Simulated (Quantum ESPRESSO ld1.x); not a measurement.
The numbers below are computed, except where a source is named.
ld1.x (Quantum ESPRESSO 7.5) input

```
 &input
    atom='Fe',
    iswitch=1,
    rel=0,
    lsd=1,
    dft='PZ',
    config='[Ne] 3p6 3d4 4p2 3s0 4d0',
    prefix='ld1',
    max_out_wfc=37,
    file_charge='ld1.rho',
 /
```

Command: `OMP_NUM_THREADS=1 ld1.x < ld1.in > ld1.out`

Output (excerpt):

```
     Program LD1 v.7.5 starts

     --------------------------- All-electron run ----------------------------

     atomic number is 26.00
     dft =PZ   lsd =1 sic =0 latt =0  beta=0.20 tr2=1.0E-14
     Exchange-correlation= PZ
                           (   1   1   0   0   0   0   0)
     mesh =1859 r(mesh) = 100.07335 a.u. xmin = -7.00 dx = 0.00800
     1 Ry =  13.60569312 eV

     n l     nl                  e(Ry)          e(Ha)          e(eV)
     1 0     1S 1( 1.00)      -515.2710      -257.6355     -7010.6191
     2 0     2S 1( 1.00)       -65.8573       -32.9287      -896.0345
     2 1     2P 1( 3.00)       -57.8269       -28.9135      -786.7753
     3 1     3P 1( 3.00)       -10.3672        -5.1836      -141.0533
     3 2     3D 1( 4.00)        -6.3792        -3.1896       -86.7930
     4 1     4P 1( 2.00)        -3.1954        -1.5977       -43.4755
     3 0     3S 1( 0.00)       -12.7816        -6.3908      -173.9023
     4 2     4D 1( 0.00)        -2.2015        -1.1007       -29.9528
     1 0     1S 2( 1.00)      -515.2550      -257.6275     -7010.4010
     2 0     2S 2( 1.00)       -65.6218       -32.8109      -892.8299
     2 1     2P 2( 3.00)       -57.6408       -28.8204      -784.2433
     3 1     3P 2( 3.00)        -9.9188        -4.9594      -134.9519
     3 2     3D 2( 0.00)        -5.9245        -2.9623       -80.6073
     4 1     4P 2( 0.00)        -2.8958        -1.4479       -39.3995
     3 0     3S 2( 0.00)       -12.3285        -6.1643      -167.7379
     4 2     4D 2( 0.00)        -1.9515        -0.9757       -26.5511

     final scf error:  4.8E-15 reached in  28 iterations

     Etot =   -2496.491879 Ry,   -1248.245940 Ha,  -33966.502392 eV
     Total magnetization:    6.00 Bohr mag.

     Ekin =    2493.856662 Ry,    1246.928331 Ha,   33930.648430 eV
     Encl =   -5818.051787 Ry,   -2909.025893 Ha,  -79158.627183 eV
     Eh   =     927.808110 Ry,     463.904055 Ha,   12623.472427 eV
     Exc  =    -100.104864 Ry,     -50.052432 Ha,   -1361.996066 eV

     normalization and overlap integrals

     s(1S/1S) =  1.000000  <r> =   0.0592  <r2> =    0.0047  r(max) =   0.0391
     s(2S/2S) =  1.000000  <r> =   0.2707  <r2> =    0.0864  r(max) =   0.2254
     s(2P/2P) =  1.000000  <r> =   0.2370  <r2> =    0.0690  r(max) =   0.1816
     s(3P/3P) =  1.000000  <r> =   0.8006  <r2> =    0.7463  r(max) =   0.6907
     s(3D/3D) =  1.000000  <r> =   0.8303  <r2> =    0.8340  r(max) =   0.6376
     s(4P/4P) =  1.000000  <r> =   2.0984  <r2> =    4.9646  r(max) =   1.9385
     s(3S/3S) =  1.000000  <r> =   0.7827  <r2> =    0.7021  r(max) =   0.6962
     s(4D/4D) =  1.000000  <r> =   2.4984  <r2> =    7.1122  r(max) =   2.2931
     s(1S/1S) =  1.000000  <r> =   0.0592  <r2> =    0.0047  r(max) =   0.0391
     s(2S/2S) =  1.000000  <r> =   0.2701  <r2> =    0.0860  r(max) =   0.2254
     s(2P/2P) =  1.000000  <r> =   0.2364  <r2> =    0.0686  r(max) =   0.1801
     s(3P/3P) =  1.000000  <r> =   0.8060  <r2> =    0.7566  r(max) =   0.6962
     s(3D/3D) =  1.000000  <r> =   0.8417  <r2> =    0.8588  r(max) =   0.6427
     s(4P/4P) =  1.000000  <r> =   2.1580  <r2> =    5.2719  r(max) =   1.9540
     s(3S/3S) =  1.000000  <r> =   0.7868  <r2> =    0.7094  r(max) =   0.6962
     s(4D/4D) =  1.000000  <r> =   2.6660  <r2> =    8.1228  r(max) =   2.4059

     ------------------------ End of All-electron run ------------------------
```

Run on one thread of a shared host, so times are rough (Intel(R) Xeon(R) Processor @ 2.60GHz): 0.62 s of CPU time, 0.67 s wall, 28 iterations on 1859 mesh points.
